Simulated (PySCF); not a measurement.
Al(OH)3 anion (AlH3O3), SMILES [OH][Al]([OH])[OH] (connectivity only; charge and spin as stated), charge -1, multiplicity 2. Atoms are numbered in the order given.

```xyz
7

Al     0.0058    -0.0723     0.3419
O     -1.6163     0.3843    -0.2508
H     -2.2985    -0.2664    -0.0770
O      1.0361     1.3415     0.0257
H      0.5228     2.1500    -0.0407
O      0.6853    -1.5651    -0.3552
H      0.8596    -2.2287     0.3153
```
Charge -1, spin multiplicity 2.

Geometry optimised at PBE0-D3(BJ)/def2-SVPD. The spin state was assumed, not searched. The isomer is the one that the SMILES or the coordinates give; other isomers of the formula were not compared. Other conformers were not sampled.

Two levels are set side by side: PBE/pcH-1 (PySCF) and PBE0/pcH-1 (PySCF). Contact hyperfine couplings, same geometry. Differences are taken from unrounded values.

```json
[
 {"quantity": "A(iso) of 27Al, atom Al1 (MHz)", "PBE0": "563.6", "PBE": "528.2", "PBE minus PBE0": "-35.4"},
 {"quantity": "A(iso) of 17O, atom O2 (MHz)", "PBE0": "-46.6", "PBE": "-47.3", "PBE minus PBE0": "-0.7"},
 {"quantity": "A(iso) of 1H, atom H3 (MHz)", "PBE0": "-6.0", "PBE": "-5.4", "PBE minus PBE0": "0.6"},
 {"quantity": "A(iso) of 17O, atom O4 (MHz)", "PBE0": "-53.7", "PBE": "-55.5", "PBE minus PBE0": "-1.8"},
 {"quantity": "A(iso) of 1H, atom H5 (MHz)", "PBE0": "-0.6", "PBE": "0.4", "PBE minus PBE0": "1.0"},
 {"quantity": "A(iso) of 17O, atom O6 (MHz)", "PBE0": "-50.2", "PBE": "-53.2", "PBE minus PBE0": "-3.0"},
 {"quantity": "A(iso) of 1H, atom H7 (MHz)", "PBE0": "-6.1", "PBE": "-5.7", "PBE minus PBE0": "0.5"}
]
```

Rough cost on one machine, each run with all the roots and properties that it gave: PBE0 against PBE within a factor of 2.
